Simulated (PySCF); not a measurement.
Field gradients from PBE0/pcSseg-1 densities (PySCF, non-relativistic) at GFN2-xTB geometries, isolated species, one conformer each; χzz is the principal value of largest magnitude, with Q(14N) = 0.02044 b, Q(17O) = −0.0256 b. GFN2-xTB bond lengths can be off by several hundredths of an ångström, more for odd bonds, and the gradients follow them. The basis is small and wasn't made for field gradients, so the couplings can be 20 % off.

Task: These 14N couplings (χzz in MHz, η) are listed in rising order: (-6.399, 0.05); (-5.715, 0.37); (-5.358, 0.03); (-4.971, 0.09); (-4.780, 0.36); (-1.685, 0.90). Assign them to: the silicon-bound nitrogen of `C=C1C[C@@H](CC)[C@H]1N[SiH3]`; N7 (nitrogen bonded to 3 C) in `[CH3:1]/[C:2](=[P:3]\[N:4]([SiH3:5])[SiH3:6])[N:7]([CH3:8])[CH3:9]`; N7 (pyridine-type nitrogen) in `[N:1]#[C:2][c:3]1[cH:4][nH:5][n:6][n:7]1`; the tertiary amine nitrogen of `C=C[C@@]1(N(C)C)[SiH2][C@@H]1C`; the silicon-bound nitrogen of `C=C(C)[C@@H]1CCN([SiH3])C1`; the nitrogen bonded to 2 Si of `CC(=O)O[SiH2][N-][SiH3]`.

Result: -6.399 MHz, η 0.05: the tertiary amine nitrogen of `C=C[C@@]1(N(C)C)[SiH2][C@@H]1C`; -5.715 MHz, η 0.37: the silicon-bound nitrogen of `C=C(C)[C@@H]1CCN([SiH3])C1`; -5.358 MHz, η 0.03: N7 (pyridine-type nitrogen) in `[N:1]#[C:2][c:3]1[cH:4][nH:5][n:6][n:7]1`; -4.971 MHz, η 0.09: N7 (nitrogen bonded to 3 C) in `[CH3:1]/[C:2](=[P:3]\[N:4]([SiH3:5])[SiH3:6])[N:7]([CH3:8])[CH3:9]`; -4.780 MHz, η 0.36: the silicon-bound nitrogen of `C=C1C[C@@H](CC)[C@H]1N[SiH3]`; -1.685 MHz, η 0.90: the nitrogen bonded to 2 Si of `CC(=O)O[SiH2][N-][SiH3]`.

Task: Rank these 17O sites by the size of the quadrupole coupling, smallest first.
A. O3 (carbonyl oxygen) in `[CH3:1][C:2](=[O:3])[O:4][SiH2:5][N-:6][SiH3:7]`
B. The silyl ether oxygen of `C=C1[SiH2]OC[Si@]1(C)Cl`
C. The siloxane oxygen of `C=C1[SiH2]O[Si@@]1(C)CCl`

Result: C (5.436 MHz), A (9.898 MHz), B (10.83 MHz).

All sites together:

```tsv
nucleus	site	Vzz (au)	η	χzz (MHz)
14N	the silicon-bound nitrogen of C=C1C[C@@H](CC)[C@H]1N[SiH3]	-0.995	0.36	-4.780
14N	N7 (nitrogen bonded to 3 C) in [CH3:1]/[C:2](=[P:3]\[N:4]([SiH3:5])[SiH3:6])[N:7]([CH3:8])[CH3:9]	-1.035	0.09	-4.971
14N	N7 (pyridine-type nitrogen) in [N:1]#[C:2][c:3]1[cH:4][nH:5][n:6][n:7]1	-1.116	0.03	-5.358
14N	the tertiary amine nitrogen of C=C[C@@]1(N(C)C)[SiH2][C@@H]1C	-1.332	0.05	-6.399
14N	the silicon-bound nitrogen of C=C(C)[C@@H]1CCN([SiH3])C1	-1.190	0.37	-5.715
14N	the nitrogen bonded to 2 Si of CC(=O)O[SiH2][N-][SiH3]	-0.351	0.90	-1.685
17O	O3 (carbonyl oxygen) in [CH3:1][C:2](=[O:3])[O:4][SiH2:5][N-:6][SiH3:7]	-1.646	0.08	9.898
17O	the siloxane oxygen of C=C1[SiH2]O[Si@@]1(C)CCl	0.904	0.10	-5.436
17O	the silyl ether oxygen of C=C1[SiH2]OC[Si@]1(C)Cl	1.801	0.36	-10.83
```
